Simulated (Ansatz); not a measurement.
Stepwise reaction of `[F][Sn]([F])([SiH3])[SiH3]` with hydrogen chloride, as a gas-phase model of exchange steps in deposition or etching. ΔE in kJ/mol; ΔG adds harmonic PBE0-D4 terms to CCSD(T)/CBS, at 1 bar.

Gas-phase electronic energies from Ansatz, PBE0-D4/def2-TZVP geometries. CCSD(T)/CBS is the MP2 limit (def2-TZVPP, def2-QZVPP) plus CCSD(T) − MP2 in def2-TZVPP, frozen cores. This one scheme is used for every species. DFT in def2-TZVPP. B3LYP here is the variant with VWN-RPA as its local correlation; programs differ in this. Elements past krypton have def2 core potentials. For Sn outer-core shells are correlated without core-valence functions, which leaves a few kJ/mol of doubt a bond.

```json
{"step": "1", "reaction": "`[F][Sn]([F])([SiH3])[SiH3]` + HCl → `[F][Sn]([F])([SiH3])[Cl]` + SiH₄", "PBE-D4": "-52.1", "B3LYP-D4": "-63.4", "ωB97M-V": "-66.4", "CCSD(T)/CBS": "-64.9", "ΔG(600 K)": "-57.8"}
```

Give the row of step 2, `[F][Sn]([F])([SiH3])[Cl]` + HCl → `[F][Sn]([F])([Cl])[Cl]` + SiH₄. (Best estimate.)

Computed: 
```tsv
step	reaction	PBE-D4	B3LYP-D4	ωB97M-V	CCSD(T)/CBS	ΔG(600 K)
2	`[F][Sn]([F])([SiH3])[Cl]` + HCl → `[F][Sn]([F])([Cl])[Cl]` + SiH₄	-13.2	-21.4	-26.1	-25.3	-9.8
```

By hand: ΔE of the 2 steps together at CCSD(T)/CBS.

(-64.9) + (-25.3) = -90.2 kJ/mol, or -45.1 kJ/mol a step.

In ΔE each step is higher than the one before. All are downhill at CCSD(T)/CBS. ΔG lies between -57.8 and -9.8 kJ/mol a step. PBE-D4 differs from CCSD(T)/CBS by 12.1 to 12.8 kJ/mol a step. Only this route is followed, and other bonds may react first. Isolated molecules leave out the surface, adducts and barriers. Largest T1 diagnostic: 0.015.
